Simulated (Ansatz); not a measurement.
A made-up structure of CHSSe (charge +1), closed shell:

S1  (-0.693, 0.649, -0.787)
C2  (0.075, -0.522, 0.046)
Se3  (0.780, -1.793, 0.797)
H4  (1.634, -2.984, 1.163)
(Å)

It is relaxed with PBE-D4/def2-SVP and then PBE0-D4/def2-TZVP (Ansatz 0.2.0). Atoms count as bonded within 1.22 times the sum of their covalent radii (H–H: 0.88 Å). The end point is not checked to be a true minimum.

Task: Does its bonding change? (A judgement: the text doesn't fix the answer.)

Result: By the calculation: No: no bond forms or breaks.

Where it ends: The first stage lowers the energy by 3.04 eV in 11 steps. It ends as CHSSe ([S][C][SeH]), total charge +1:
```tsv
atom	x (Å)	y (Å)	z (Å)
S1	-0.3589	0.3325	-0.8732
C2	0.0986	-0.6688	0.1423
Se3	0.5659	-1.8046	1.4342
H4	1.4910	-2.5085	0.5155
```

Labels in which every atom is bracketed show which atoms are joined, not bond orders.

For scale, one of the runs: PBE0-D4/def2-TZVP relaxation, 122 basis functions, launched by `ansatz run in.yaml --threads 2 --pin off --events-out ev --progress --plain --max-ram 4352MiB`. Hardware: 2 CPU threads of an Intel Xeon 6975P-C, shared host. Wall time about 12 s.
